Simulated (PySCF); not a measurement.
## Magnetisability: SMILES C1(F)(SCC2CC2)CC1, C7H11FS

Molfile (atoms numbered from 1):
```
C7H11FS
     RDKit          3D

 20 21  0  0  0  0  0  0  0  0999 V2000
    1.0126    1.8317   -0.4020 F   0  0  0  0  0  0  0  0  0  0  0  0
    1.6163    0.8461    0.3334 C   0  0  0  0  0  0  0  0  0  0  0  0
    0.5108    0.0578    1.4971 S   0  0  0  0  0  0  0  0  0  0  0  0
   -0.4708   -0.9859    0.3478 C   0  0  0  0  0  0  0  0  0  0  0  0
   -1.4732   -0.1903   -0.4353 C   0  0  0  0  0  0  0  0  0  0  0  0
   -2.7639    0.2075    0.2142 C   0  0  0  0  0  0  0  0  0  0  0  0
   -2.7593   -0.8438   -0.8511 C   0  0  0  0  0  0  0  0  0  0  0  0
    3.0459    1.0698    0.7007 C   0  0  0  0  0  0  0  0  0  0  0  0
    2.6861    0.0638   -0.3586 C   0  0  0  0  0  0  0  0  0  0  0  0
   -0.9624   -1.7102    0.9963 H   0  0  0  0  0  0  0  0  0  0  0  0
    0.2391   -1.5002   -0.3015 H   0  0  0  0  0  0  0  0  0  0  0  0
   -1.0314    0.5166   -1.1264 H   0  0  0  0  0  0  0  0  0  0  0  0
   -2.9302   -0.1019    1.2351 H   0  0  0  0  0  0  0  0  0  0  0  0
   -3.1752    1.1777   -0.0164 H   0  0  0  0  0  0  0  0  0  0  0  0
   -2.9242   -1.8694   -0.5561 H   0  0  0  0  0  0  0  0  0  0  0  0
   -3.1651   -0.6004   -1.8209 H   0  0  0  0  0  0  0  0  0  0  0  0
    3.4923    2.0018    0.3894 H   0  0  0  0  0  0  0  0  0  0  0  0
    3.3766    0.7122    1.6627 H   0  0  0  0  0  0  0  0  0  0  0  0
    2.7795   -0.9851   -0.1226 H   0  0  0  0  0  0  0  0  0  0  0  0
    2.8916    0.3130   -1.3889 H   0  0  0  0  0  0  0  0  0  0  0  0
  1  2  1  0
  2  3  1  0
  3  4  1  0
  4  5  1  0
  5  6  1  0
  6  7  1  0
  2  8  1  0
  8  9  1  0
  9  2  1  0
  7  5  1  0
  4 10  1  0
  4 11  1  0
  5 12  1  0
  6 13  1  0
  6 14  1  0
  7 15  1  0
  7 16  1  0
  8 17  1  0
  8 18  1  0
  9 19  1  0
  9 20  1  0
M  END
```

Method: GIAO KT3/pcSseg-1 magnetisability, rotational g tensor and spin-rotation constants, non-relativistic, gas phase in PySCF 2.14.0. Geometry: GFN2-xTB.

Task: What are the magnetisability and the molar susceptibility?

Result: Isotropic -1696 × 10⁻³⁰ J/T², or -102.1 × 10⁻⁶ cm³/mol; principal values -1945, -1622, -1521 × 10⁻³⁰ J/T², anisotropy 384 × 10⁻³⁰ J/T² (root of half the summed squared differences of the principal values). The susceptibility is in cgs units.

Task: Split it along the inertial axes a, b, c into diamagnetic and paramagnetic parts about the centre of mass, with the quadrupole moment.

Result: 
| axis | χ (10⁻⁶ cm³/mol) | diamagnetic (10⁻⁶ cm³/mol) | paramagnetic (10⁻⁶ cm³/mol) | summed x² of all electrons (Å²) | quadrupole Θ (D Å) |
| --- | --- | --- | --- | --- | --- |
| a | -97.9 | -525.5 | 427.6 | 344.7 | +5.25 |
| b | -115.8 | -1692.3 | 1576.5 | 69.7 | -2.35 |
| c | -92.8 | -1758.1 | 1665.3 | 54.2 | -2.90 |

Anisotropies 2χaa − χbb − χcc = +12.8 and 2χbb − χaa − χcc = -40.9 × 10⁻⁶ cm³/mol. Θ is traceless in Buckingham's convention.

Task: And the rotational g tensor?

Result: 
```
axis  rotational constant (GHz)        g  nuclear part  electronic part
   a                     2.9618  -0.0162        0.5788          -0.5950
   b                     0.7766  +0.0039        0.5791          -0.5752
   c                     0.7351  -0.0041        0.5710          -0.5751
```
Asymmetric top; isotopes 12C, 19F, 1H, 32S; no vibrational averaging.
